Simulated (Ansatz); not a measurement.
Ideal-gas functions of ClH4SbSi (`Cl[SiH2][SbH2]`) at 500 K and 1 bar, from an Ansatz frequency run at PBE0-D4/def2-TZVP.

Molar mass 189.33 g/mol, point group Cs (symmetry number 1), electronic degeneracy 1, moments of inertia 48.692, 471.801, 508.552 u Å². Harmonic wavenumbers (cm⁻¹, unscaled): 109, 111, 299, 359, 494, 552, 588, 713, 815, 832, 929, 1970, 1976, 2223, 2237.

Use S(trans) = R[1.5 ln M + 2.5 ln T − 1.1517]; rotational temperatures θ = 24.2544 K / I; S(rot) = R[ln(√π/σ · √(T³/θAθBθC)) + 1.5]; for each mode x = 1.438777 ν̃/T, S = R[x/(eˣ − 1) − ln(1 − e⁻ˣ)] and H = RT x/(eˣ − 1); 1 cm⁻¹ = 0.0119627 kJ/mol; R = 8.31446 J/(mol·K).

Task: By hand: the entropy, in J/(mol·K).

Result: Translation 185.0. Rotation: θ = 0.4981, 0.0514, 0.0477 K, giving 122.6. Vibration, mode by mode: 17.99, 17.84, 9.82, 8.40, 6.06, 5.29, 4.87, 3.66, 2.90, 2.79, 2.24, 0.19, 0.19, 0.10, 0.10, in all 82.4. Electronic 0.0. Sum 390.0 J/(mol·K).

Task: By hand: H − E and G − E in kJ/mol, counted from the electronic energy.

Result: Zero-point energy ½ × 14207 × 0.0119627 = 85.0; thermal vibration 21.6; translation, rotation and pV give 4 RT = 16.6. H − E = 123.2 kJ/mol, and G − E = 123.2 − 500 × 390.0/1000 = -71.8 kJ/mol.

Vibration gives 21 % of the entropy, 35.8 J/(mol·K) of it from the modes under 150 cm⁻¹: soft modes count most, and the harmonic formula is weakest for them.
